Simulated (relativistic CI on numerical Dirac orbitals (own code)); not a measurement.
Pr3+: what numerical and physical settings do to a radial Dirac CI calculation

Reference input:

```
atom Pr  Z=59  charge=3  electrons=56
nucleus A=141  rms_radius_fm=4.8919
hamiltonian dirac-coulomb  breit=on  qed=on  c_scale=1
orbitals kli  potential=per-configuration
slater_scale 1
correlation none
mixing on
grid step=0.0125 r_max=50.3
scf mixing=0.4 start=green max_iterations=150 tolerance=2e-08 node_fill=0.05
configurations
  [Xe] 4f2
  [Xe] 4f 5d
end
```

Computed lowest total energy -9223.92279 Ha, first excitation 2063.3 cm⁻¹, 25 SCF steps. Runs with settings changed; * marks those that are bad on purpose:

| Changed | Outcome | Lowest level | ΔE (Ha) | First excitation (cm⁻¹) | SCF steps | Message |
| --- | --- | --- | --- | --- | --- | --- |
| QED terms off, node fill of the KLI weights 0.2 | converged | 4f2 3H_4 | -5.22 | 2184.1 | 25 |  |
| nuclear radius 6.3595 fm, SCF tolerance 1e-10 | converged | 4f2 3H_4 | 0.277 | 2063.4 | 31 |  |
| Breit term off | converged | 4f2 3H_4 | -7.84 | 2275.4 | 25 |  |
| grid step 0.03, QED terms off, SCF tolerance 0.0001 | converged | 4f2 3H_4 | -5.23 | 2051.5 | 18 |  |
| SCF tolerance 1e-14 * | not converged |  |  |  | 68 | SCF of 1s2 2s2 2p6 3s2 3p6 3d10 4s2 4p6 4d10 4f2 5s2 5p6 did not converge |
| node fill of the KLI weights 5 * | converged | 4f2 3H_4 | 0.722 | 3203.2 | 31 |  |

With so few configurations and no correlation, terms lie too far apart (by 10 to 50 % near neutrality), their order can be wrong, and levels of other configurations are missing.
